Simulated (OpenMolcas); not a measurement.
An OpenMolcas run meant for Pm2+ (ANO-R1, X2C; inactive shells 1s 2s 2p 3s 3p 3d 4s 4p 4d 5s 5p; intended active space 5 electrons in 7 orbitals (4f)). One step of its input:

```
&RASSCF
FileOrb=start.orb
Symmetry=2
Spin=6
nActEl=6 0 0
Inactive=15 12
Ras2=0 7
CIRoot=21 21 1
SDav=21
CIMx=300
Iter=71 100
PrWF=0.3
OrbListing=Nothing
MaxOrb=0
Atom
>>> COPY $Project.JobIph JOB001
```

Lines from the output:

```
--- SEWARD ---
Basis set label: PM.ANO-R...7S5P3D2F.

      Electronic valence basis set:
      ------------------
      Associated Effective Charge  61.000000 au
      Associated Actual Charge     61.000000 au
      Nuclear Model: Finite nucleus - Gaussian distribution
        Gaussian exponent, Xi/bohr**(-2):  1.70600E+08

      Shell  nPrim  nBasis  Cartesian Spherical Contaminant
         s      25       7        X
         p      19       5        X
         d      12       3                 X
         f      10       2                 X
                  Relativistic X2C integrals
                  Atomic mean-field integrals
--- RASSCF ---

 Nr of active orbitals     NAC=   7
 Spin degeneracy         ISPIN=   6
 There can be no such wave function.
 ************************************************
--- Stop Module: rasscf at  /rc=_RC_INPUT_ERROR_ ---
.####################.
.# User input error #.
.####################.
```

Q: What is wrong with the input?

A: nActEl holds one electron too many for this ion, which clashes with the multiplicity.
